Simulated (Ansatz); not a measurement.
Correlation energies of C$_{3}$H$_{9}$OSi−, SMILES `C[Si](C)(C)[O-]` by basis set

```xyz
14

C    -1.508    0.359   -0.793
Si   -0.019   -0.662   -0.153
C     1.498    0.283   -0.840
C     0.021   -0.264    1.721
O    -0.063   -2.186   -0.504
H    -1.573    0.286   -1.884
H    -1.441    1.421   -0.525
H    -2.442   -0.038   -0.381
H     1.527    0.204   -1.933
H     2.423   -0.159   -0.455
H     1.492    1.348   -0.575
H     0.052    0.813    1.926
H     0.899   -0.725    2.185
H    -0.866   -0.679    2.212
```

Charge -1, multiplicity 1. All single points use the PBE0-D4/def2-TZVPD geometry. Frozen core, restricted reference, Ansatz 0.2.0.

| basis | HF (Eh) | MP2 corr. |
| --- | --- | --- |
| def2-SVPD | -482.47618 | -0.78236 |
| def2-TZVPPD | -482.80233 | -0.92816 |
| def2-QZVPPD | -482.82026 | -0.98778 |

(1) Estimate the CCSD correlation energy and the (T) correction in each basis where they were run (hartree).

Answers

(1) 
| basis | CCSD corr. | (T) |
| --- | --- | --- |
| def2-SVPD | -0.83645 | -0.02869 |
